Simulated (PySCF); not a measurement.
## Which determinant of HgC⁺ lies lowest?

Unrestricted PBE0; Hg def2-SVPD with ECP60, C def2-SVPD; scalar-relativistic core potentials (PySCF 2.14). Outer shells of the fragments: Hg+ 5d10 6s1; C 2s2 2p2.

Followed along the bond (rough minima from three points):

```csv
2Ms+1,unpaired,⟨S²⟩ at the start,R at minimum (Å),Te (eV)
2,π ↑,0.77,2.18,0.00
4,"σ ↑, π ↑↑",3.76,none in the scan,≤ 0.97
```

Solutions found at the starting distance of 2.185 Å, counted from the lowest of them; the search is not exhaustive and high or unbound solutions are not listed, so other states can lie among these:

| 2Ms+1 | unpaired | term | E (eV) | ⟨S²⟩ | ⟨Lz²⟩ | μ (D) |
| --- | --- | --- | --- | --- | --- | --- |
| 2 | π ↑ | ²Π | 0.00 | 0.77 | 1.00 | 1.25 |
| 4 | σ ↑, π ↑↑ | ⁴Σ⁻ | 1.05 | 3.76 | 0.00 | -0.33 |
| 2 | σ ↓, π ↑↑ | mixed | 1.79 | 1.77 | 0.00 | -0.45 |
| 2 | σ ↑, π ↑↓ | mixed | 1.93 | 1.77 | 2.01 | -0.45 |
| 4 | σ ↑↑, π ↑ | ⁴Π | 2.10 | 3.76 | 1.00 | 3.00 |
| 2 | σ ↑ | ²Σ⁺ | 2.18 | 0.76 | 0.00 | 4.17 |
| 2 | σ ↑ | mixed | 3.39 | 0.77 | 2.00 | -0.43 |
| 2 | π ↑ | ²Π | 6.86 | 0.89 | 1.01 | -2.44 |
| 4 | σ ↑, π ↑↑ | mixed | 7.09 | 3.77 | 2.02 | 3.64 |
| 4 | π ↑↑, δ ↑ | ⁴Δ | 7.17 | 3.77 | 4.00 | -0.41 |
| 4 | π ↑↑↑ | ⁴Π | 7.33 | 3.77 | 1.00 | -0.35 |

A term symbol is given only where ⟨S²⟩ and ⟨Lz²⟩ are close to those of a pure state; real π, δ and φ orbitals otherwise mix terms. A positive dipole points towards C; it is taken about the centre of mass and depends on that origin.

Spin–orbit coupling is left out.
